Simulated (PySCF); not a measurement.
PySCF was given this input:
```python
from pyscf import gto, scf, dft

mol = gto.Mole()
mol.atom = '''
    B     0.00633896    0.12989842    0.08695463
    C    -1.25929621   -0.85062208   -0.11499721
    H    -1.00567491   -1.76970230   -0.70719096
    H    -2.05172991   -0.43481486   -0.62152774
    H    -1.52776147   -1.09214654    0.82905140
    O    -0.01922448    1.18242665   -0.62244716
    H    -0.62275664    1.81757079   -0.97977980
    O     1.28083715   -0.34875829    0.62770094
    H     1.22919824   -1.15912081    1.00157568
'''
mol.basis = '6-31g'
mol.verbose = 4
mol.build()

mf = dft.RKS(mol)
mf.xc = 'b3lyp'
mf.kernel()
g = mf.nuc_grad_method()
grad = g.kernel()
```

Predict the Mulliken (on the basis functions themselves) charges in atom order from B3LYP/6-31G, gradient (PySCF).

B1 0.65, C2 -0.62, H3 0.14, H4 0.13, H5 0.14, O6 -0.57, H7 0.41, O8 -0.62, H9 0.35

Estimate the number of basis functions that B3LYP/6-31G, gradient returns for this input.

46

Estimate the HOMO-LUMO gap that B3LYP/6-31G, gradient returns for this input.

8.57 eV

What dipole moment does B3LYP/6-31G, gradient give?

2.74 D

What is the computed HOMO energy (B3LYP/6-31G, gradient)?

-7.44 eV

What is the computed total energy (B3LYP/6-31G, gradient)?

-216.4111 Eh
